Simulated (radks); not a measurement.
The germanium anion Ge4-, [Kr], held by a Watson sphere: a shell of charge +4 at radius R that stands for the Madelung well of a crystal (potential energy -4/R inside, -4/r outside, in hartree with lengths in bohr). Method: scalar-relativistic Kohn-Sham, LDA (Slater exchange, Perdew-Wang correlation), spin-polarised, spherical densities, point nucleus; computed with a radial shooting solver on a logarithmic mesh with Libxc functionals. Response by self-consistent Sternheimer equations with the Hartree and adiabatic LDA kernel, the relativistic mass of each level held fixed and spin-orbit coupling left out. The sphere does not respond.

R (bohr)  e(3d) (eV)  e(4s) (eV)  e(4p) (eV)  <r> 4p (bohr)  sum of <r^2> (bohr^2)  X-ray form factor at sin(theta)/lambda = 0.2 1/angstrom  alpha (bohr^3)
2.2          -29.911     -15.884      -7.650          2.530                  65.62                                                   25.851           38.51
2.49         -28.584     -14.649      -7.065          2.686                  72.06                                                   25.624           48.22
3.28         -27.043     -12.114      -5.599          3.127                  91.94                                                   25.312           90.14
4.06         -26.600     -10.590      -4.487          3.577                  114.7                                                   25.302           163.4
5.03         -26.445      -9.605      -3.543          4.151                  147.8                                                   25.415           319.0
5.17         -26.440      -9.521      -3.438          4.234                  153.0                                                   25.430           348.4
